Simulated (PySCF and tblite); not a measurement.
**C₈H₁₃GeN, numbered as in [CH3:1][Ge:2]([CH3:3])([CH3:4])[c:5]1[cH:6][cH:7][cH:8][n:9][cH:10]1: conformational analysis**

The ensemble was built from 60 distance-geometry starts (ETKDG and KDG, UFF, GFN2-xTB) and rests on GFN2-xTB geometries. Free energies are PBE0-D3(BJ)/def2-SVP single points with GFN2-xTB rigid-rotor and vibrational terms (modes under about 100 cm⁻¹ blended into free rotors). Symmetry numbers and mirror images are counted. Conformers within 3 kcal/mol (GFN2-xTB free energy) were kept, 10 at most. GIAO shieldings: B97-2/6-31G*. Shifts are against NH3 (¹⁵N) at the same level. Codes: tblite and PySCF.

Torsions listed: C1–Ge2–C5–C6.

```
conformer  shape  symmetry  E(GFN2) kcal/mol  E(DFT) kcal/mol  G(298.15 K) kcal/mol  weight %  dipole D
        1     0°        Cs              0.00             0.00                  0.00      51.7      2.36
        2   180°        Cs              0.04             0.05                  0.04      48.3      2.32
```

Weights (%) against temperature:

```csv
T (K),1,2,S(mix) cal/mol/K
180,53.1,46.9,1.37
230,52.4,47.6,1.38
298.15,51.7,48.3,1.38
330,51.5,48.5,1.38
400,51.1,48.9,1.38
```

Averaged shifts at 298.15 K. ¹⁵N: 301.8 (N9) ppm.

Coordinates of conformer 1 (Å):

```xyz
23

C    -1.478    0.552   -2.024
Ge   -1.108   -0.160   -0.205
C    -2.198    0.813    1.143
C    -1.540   -2.098   -0.129
C     0.807    0.084    0.228
C     1.710    0.671   -0.649
C     3.037    0.809   -0.278
C     3.418    0.350    0.973
N     2.575   -0.212    1.822
C     1.314   -0.337    1.453
H    -0.892    0.031   -2.776
H    -2.529    0.419   -2.266
H    -1.251    1.612   -2.085
H    -2.003    0.435    2.142
H    -1.969    1.875    1.132
H    -3.256    0.691    0.934
H    -1.341   -2.500    0.860
H    -0.945   -2.655   -0.847
H    -2.590   -2.261   -0.357
H     1.374    1.017   -1.618
H     3.758    1.263   -0.942
H     4.442    0.433    1.315
H     0.661   -0.804    2.182
```

Spin–orbit effects of the heavy atoms on shieldings are missing. Unscaled ¹⁵N shifts at such levels can be off by tens of ppm; differences between conformers or isomers are more reliable.

Search and properties took 2 min on 1 thread of Arm Neoverse V2 (shared host) (rough), launched as `OMP_NUM_THREADS=1 python ens_run.py task.json out`.


¹⁵N shifts are against a computed isolated NH3 molecule, about 20 ppm from the liquid.